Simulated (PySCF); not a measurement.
# Bond lengths and vibrations by method: BGeH3O

All numbers below are calculated, not measured. They come from PySCF 2.14.0, an open-source quantum chemistry program, on an isolated molecule that a program drew, which may never have been made. The molecule is BGeH3O (charge 0, singlet), drawn as the SMILES string `[BH2][Ge][OH]`.

The geometry was optimised and harmonic frequencies were computed with HF and MP2, all in the cc-pVDZ basis, for the commonest isotopes, with a restricted reference for singlets and an unrestricted one otherwise, and a frozen core in MP2. Germanium has the cc-pVDZ-PP basis, with a core potential (ECP10MDF) in place of its 10 inner electrons, and its 3s, 3p and 3d shells are frozen in MP2. Each result is a local minimum of its method.

Geometry at the HF minimum:
```xyz
6
BGeH3O, angstrom
B    -0.2232   -0.8761    0.8619
Ge   -1.3312   -2.0483   -0.5574
O    -2.2330   -3.0825    0.6011
H     0.8732   -1.2038    1.2373
H    -0.6460    0.1674    1.2894
H    -2.1013   -2.9692    1.5308
```

Lengths of the bonds as drawn, in Å (atoms numbered as above):
```
bond,HF,MP2
B1-Ge2,2.149,2.144
Ge2-O3,1.796,1.831
B1-H4,1.204,1.212
B1-H5,1.204,1.212
O3-H6,0.946,0.970
```

Rotational constants, in GHz:
```
constant,HF,MP2
A,12.46,11.74
B,7.003,7.161
C,4.658,4.621
```

Harmonic frequencies in cm^-1, each column in rising order, so a row needn't be the same motion in every method:
```
rank    HF   MP2
   1   163   114
   2   178   164
   3   404   386
   4   488   478
   5   545   553
   6   705   673
   7   850   801
   8   929   898
   9  1233     ?
  10  2642  2591
  11  2718  2675
  12  4158  3828
```

**Estimate the missing MP2 frequency from the HF column.**

A single factor s that minimises the squared misfit of MP2 against s times HF over the other rows is sum(HF x MP2) / sum(HF^2) = 0.9497, with an rms misfit of 55 cm^-1. For rank 9 it gives 0.9497 x 1233 = 1171 cm^-1. The calculation gives 1177 cm^-1, 6 cm^-1 above the estimate. The drawn bonds are on average 1.1 % longer in MP2 than in HF.
